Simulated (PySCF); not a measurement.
## Ionisation energy of Zr(2+) by level of theory

Zr(2+) [Kr] 4d2 (3F) → Zr(3+) [Kr] 4d1 (2D), as a difference of total energies. Computed with PySCF 2.14 in aug-cc-pVTZ-PP with ECP28MDF (6s6p5d3f2g, 88 functions), with scalar relativity through the core potential. Correlated levels: valence: 4s2 4p6 frozen. The calculations carry no spin-orbit coupling.

| method | ionisation energy (eV) | difference from reference (eV) |
| --- | --- | --- |
| UHF | 22.402 | -0.768 |
| LDA | 23.338 | +0.168 |
| PBE | 23.365 | +0.195 |
| PBE0 | 23.320 | +0.150 |
| r2SCAN | 23.283 | +0.113 |
| r2SCANh | 23.285 | +0.115 |
| wB97X | 22.885 | -0.285 |
| B3LYP | 23.369 | +0.199 |
| wB97M-V | 23.017 | -0.153 |
| MP2 (valence) | 22.498 | -0.672 |
| SCS-MP2 (valence) | 22.434 | -0.736 |

Reference: 23.170 eV (semi-empirical (NIST evaluation); NIST Atomic Spectra Database, ionization energies).

The reference lies between the lowest fine-structure levels, while these numbers refer to the centres of the terms.

Errors of the correlated levels include the incompleteness of this basis and the frozen core.
